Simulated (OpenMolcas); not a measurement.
# N IV: CASPT2 settings compared

```yaml
Program: OpenMolcas
Basis: ANO-R3 [4s4p2d1f]
Scalar_Hamiltonian: X2C, finite nucleus
Active_space: 2 electrons in 8 orbitals (2s 2p 3s 3p)
State_averaging: 2S+1 = 1 even, 1 root; 2S+1 = 3 even, 3 roots kept (CI in the orbitals of an earlier block); 2S+1 = 1 odd, 3 roots; 2S+1 = 3 odd, 3 roots kept (CI in the orbitals of an earlier block)
Spin-orbit_coupling: RASSI with atomic mean-field integrals over the reference wave functions, term energies averaged over their components
```

Methods on the same reference wave functions:
A. CASSCF
B. SS-CASPT2, IPEA 0.6 Eh, imaginary shift 0.3 Eh (closed shells correlated: 1s)
C. SS-CASPT2, IPEA 0.1 Eh, sigma1 regulariser 0.3 Eh (closed shells correlated: none)
D. XMS-CASPT2, IPEA 0.35 Eh, no level shift (closed shells correlated: 1s)

Energies in cm-1 above 2s2 1S0, the measured ground level; measured values from Moore, Selected Tables of Atomic Spectra, NSRDS-NBS 3, section 4.

| Level | A | B | C | D | Measured |
| --- | --- | --- | --- | --- | --- |
| 2s2 1S0 | 0.0 | 0.0 | 0.0 | 0.0 | 0.0 |
| 2s 2p 3P* 0 | 69615 | 67707 | 68105 | 67560 | 67209 |
| 2s 2p 3P* 1 | 69687 | 67779 | 68177 | 67632 | 67272 |
| 2s 2p 3P* 2 | 69831 | 67923 | 68321 | 67776 | 67416 |
| 2s 2p 1P* 1 | 142363 | 133181 | 133816 | 132417 | 130694 |

Deviations, from unrounded energies. A percentage is the sum of absolute deviations over the sum of measured energies, with the sign that they share, or ± where signs differ.

```
           Against measurement  Levels     A     B     C     D
mean absolute deviation (cm-1)       4  4700  1000  1500   700
      other configurations (%)       4  +5.7  +1.2  +1.8  +0.8
```

D lies closest to measurement on these levels and A furthest from it. The largest miss of D in the table is 2s 2p 1P* 1, by +1700 cm-1. The ranking rests on the paired levels alone, and a cruder setting can come out closer through cancelling errors.

Among B to D the level of the table that moves most is 2s 2p 1P* 1, by 1400 cm-1 (lowest in D, highest in C).

The lowest spin-free term lies below A's lowest term by 0.008 hartree in B, 0.001 hartree in C, 0.008 hartree in D.

Terms from blocks run as CI alone lack orbitals of their own. Active for correlation alone: 3p 3s; no level in the range computed is led by a configuration that fills them, so any true level of that kind is missing. Computed and measured levels are paired by configuration, term and J; levels that our copy of the source lacks, or whose pairing is in doubt (as where it misses far off the trend of its configuration), stay unpaired and out of the deviations. Only configurations of the active space appear. The table leaves out levels that lie high or whose names do not pair safely across all columns.

* marks odd parity.
